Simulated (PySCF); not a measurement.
The numbers are results of B3LYP-D3(BJ)/def2-TZVP // PBE0-D4/def2-TZVP (PySCF), not measurements. All species are isolated molecules in the gas phase. One relaxed conformer stands for a flexible species; it need not be the lowest. B3LYP has the VWN-RPA correlation part, as in Gaussian. Excitations are Tamm–Dancoff values on a coarser integration grid. The basis has no diffuse functions, so Rydberg states are missing or too high.

Reference species (SMILES): `[SiH3]Cl` (neutral, multiplicity 1).

```
Item              Result
---------------  -------
HOMO–LUMO gap    8.48 eV
S1–T1 gap (TDA)  0.38 eV
```

Changed species: `S=C[SiH2]Cl` (S–C–Si–Cl torsion 180°) (X = thioformyl; the reference has X = H).

Problem. Give the shifts of the HOMO–LUMO gap and S1–T1 gap (TDA).

Solution. the HOMO–LUMO gap decreases by 5.18 eV, to 3.30 eV; the S1–T1 gap (TDA) rises by 0.21 eV, to 0.59 eV.
